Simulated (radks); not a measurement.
Values are calculated unless marked as measured or tabulated.
Fe2+, configuration [Ar] 3d6.

Code: a radial shooting solver on a logarithmic mesh with Libxc functionals. Model: non-relativistic Kohn-Sham, exchange-only LDA, spin-unpolarised, spherical densities, point nucleus.

Energy parts (Ry):
part                   energy
total             -2516.07649
kinetic            2516.07649
electron-nucleus  -5967.04090
Hartree            1035.44583
exchange           -100.55790

Orbitals (lengths in bohr, moments of r in powers of bohr; r(max) is where P^2 peaks):
| orbital | occ. | eigenvalue (Ry) | <r^4> | r(max) |
|---|---|---|---|---|
| 1s | 2 | -509.6328 | 0.00005648 | 0.03902 |
| 2s | 2 | -60.32605 | 0.01301 | 0.2257 |
| 2p | 6 | -52.29907 | 0.009661 | 0.1810 |
| 3s | 2 | -7.95429 | 0.9937 | 0.7091 |
| 3p | 6 | -5.60952 | 1.364 | 0.7163 |
| 3d | 6 | -1.81201 | 5.881 | 0.7061 |
| 4s | 0 | -1.40330 | 82.22 | 2.199 |
| 4p | 0 | -0.98634 | 173.4 | 2.594 |

The highest occupied level is 3d at -24.654 eV. The density falls to 0.001 e/bohr^3 at r = 3.07 bohr.
